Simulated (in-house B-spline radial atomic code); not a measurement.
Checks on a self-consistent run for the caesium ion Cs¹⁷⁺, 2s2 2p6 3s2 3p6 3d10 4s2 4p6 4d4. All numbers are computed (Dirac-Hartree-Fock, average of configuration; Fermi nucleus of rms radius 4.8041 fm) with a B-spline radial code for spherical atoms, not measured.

| orbital | q | ε (Eh) | <1/r> | <r²> | small-component weight |
| --- | --- | --- | --- | --- | --- |
| 2s1/2 | 2 | -241.75445 | 14.39 | 0.0140157 | 0.0094299 |
| 2p1/2 | 2 | -232.39902 | 14.4158 | 0.0101042 | 0.009493 |
| 2p3/2 | 4 | -217.71389 | 13.1626 | 0.0113316 | 0.0089778 |
| 3s1/2 | 2 | -64.53006 | 5.24204 | 0.0935938 | 0.0029314 |
| 3p1/2 | 2 | -59.59372 | 5.17703 | 0.0868384 | 0.0028864 |
| 3p3/2 | 4 | -56.62946 | 4.86829 | 0.0938511 | 0.002749 |
| 3d3/2 | 4 | -46.82456 | 4.73741 | 0.0765927 | 0.0026326 |
| 3d5/2 | 6 | -46.17122 | 4.65505 | 0.0786454 | 0.0025888 |
| 4s1/2 | 2 | -23.59045 | 2.25081 | 0.446802 | 0.0009678 |
| 4p1/2 | 2 | -21.41952 | 2.1778 | 0.460152 | 0.00092189 |
| 4p3/2 | 4 | -20.69986 | 2.08641 | 0.488267 | 0.00088594 |
| 4d3/2 | 1.6 | -17.12443 | 1.94549 | 0.523742 | 0.00079518 |
| 4d5/2 | 2.4 | -16.98320 | 1.92194 | 0.533318 | 0.00078449 |

Electron-electron repulsion V_ee = 1993.4068 hartree.

What total energy follows from the eigenvalues?

The eigenvalues count the repulsion twice, so E = Σqε - V_ee = -2999.232 - 1993.407 = -4992.638 hartree; the run printed -4992.638.

Does the Dirac virial theorem hold?

For a point nucleus E = -2c²Σq·w, with w the small-component weight. Here Σq·w = 0.13293 and c = 137.0360, so the ratio E/(-2c²Σq·w) is 1.000016; the finite nucleus accounts for the departure from 1.

What diamagnetic shielding (Lamb formula) and susceptibility (Langevin formula) do the radii give?

σ = (α²/3)Σq<1/r> = 222.381/(3·137.036²) = 3947.4 ppm, and χ = -0.79199×10⁻⁶·Σq<r²> = -5.934×10⁻⁶ cm³/mol with Σq<r²> = 7.493 bohr². Both are non-relativistic formulas without the paramagnetism of open shells; for so heavy an element the full relativistic shielding is larger by tens of per cent.
